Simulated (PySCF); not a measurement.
# The 26-electron isoelectronic series, spin-free X2C

All values are computed (PySCF 2.14, energy differences of UHF-based or UKS calculations, no spin-orbit coupling). Each ion has its own even-tempered basis scaled to its charge (19s13p8d4f3g for the first); frozen: [Ne]. Ionisation energies in eV.

```json
{"ion": "Te(26+)", "configuration": "[Ar] 3d8 (3F)", "UHF": "1458.9", "LDA": "1460.3", "PBE": "1460.0", "PBE0": "1460.2", "r2SCAN": "1461.0", "MP2 (outer shells)": "1460.4", "NIST (with spin-orbit, Breit and QED)": "1455 ± 4 (t)"}
{"ion": "I(27+)", "configuration": "[Ar] 3d8 (3F)", "UHF": "1557.0", "LDA": "1558.4", "PBE": "1558.0", "PBE0": "1558.3", "r2SCAN": "1559.1", "MP2 (outer shells)": "1558.5", "NIST (with spin-orbit, Breit and QED)": "1553 ± 4 (t)"}
{"ion": "Xe(28+)", "configuration": "[Ar] 3d8 (3F)", "UHF": "1658.2", "LDA": "1659.5", "PBE": "1659.2", "PBE0": "1659.5", "r2SCAN": "1660.3", "MP2 (outer shells)": "1659.7", "NIST (with spin-orbit, Breit and QED)": "1653 ± 4 (t)"}
{"ion": "Cs(29+)", "configuration": "[Ar] 3d8 (3F)", "UHF": "1762.4", "LDA": "1763.7", "PBE": "1763.4", "PBE0": "1763.7", "r2SCAN": "1764.6", "MP2 (outer shells)": "1764.0", "NIST (with spin-orbit, Breit and QED)": "1757 ± 4 (t)"}
{"ion": "Ba(30+)", "configuration": "[Ar] 3d8 (3F)", "UHF": "1869.8", "LDA": "1871.0", "PBE": "1870.7", "PBE0": "1871.0", "r2SCAN": "1871.9", "MP2 (outer shells)": "1871.3", "NIST (with spin-orbit, Breit and QED)": "1864 ± 4 (t)"}
{"ion": "La(31+)", "configuration": "[Ar] 3d8 (3F)", "UHF": "1980.2", "LDA": "1981.3", "PBE": "1981.1", "PBE0": "1981.4", "r2SCAN": "1982.3", "MP2 (outer shells)": "1981.7", "NIST (with spin-orbit, Breit and QED)": "1974 ± 4 (t)"}
{"ion": "Ce(32+)", "configuration": "[Ar] 3d8 (3F)", "UHF": "2093.7", "LDA": "2094.7", "PBE": "2094.5", "PBE0": "2094.9", "r2SCAN": "2095.8", "MP2 (outer shells)": "2095.2", "NIST (with spin-orbit, Breit and QED)": "2087 ± 4 (t)"}
{"ion": "Pr(33+)", "configuration": "[Ar] 3d8 (3F)", "UHF": "2210.3", "LDA": "2211.2", "PBE": "2211.0", "PBE0": "2211.4", "r2SCAN": "2212.4", "MP2 (outer shells)": "2211.8", "NIST (with spin-orbit, Breit and QED)": "2202 ± 5 (t)"}
{"ion": "Nd(34+)", "configuration": "[Ar] 3d8 (3F)", "UHF": "2329.9", "LDA": "2330.8", "PBE": "2330.6", "PBE0": "2331.0", "r2SCAN": "2332.0", "MP2 (outer shells)": "2331.4", "NIST (with spin-orbit, Breit and QED)": "2321 ± 5 (t)"}
{"ion": "Pm(35+)", "configuration": "[Ar] 3d8 (3F)", "UHF": "2452.7", "LDA": "2453.5", "PBE": "2453.3", "PBE0": "2453.7", "r2SCAN": "2454.8", "MP2 (outer shells)": "2454.2", "NIST (with spin-orbit, Breit and QED)": "2443 ± 5 (t)"}
```

Each ion has its own basis, which adds noise of up to about 0.1 % along the series.

NIST values marked (s) are semi-empirical, (t) theoretical. Open shells are high-spin determinants of the terms that Hund's rules give; for the heavier ions, far from LS coupling, these are not the ground levels.

Spin-orbit coupling of the open shells is absent from the calculated values and included in NIST's; it grows fast with Z.
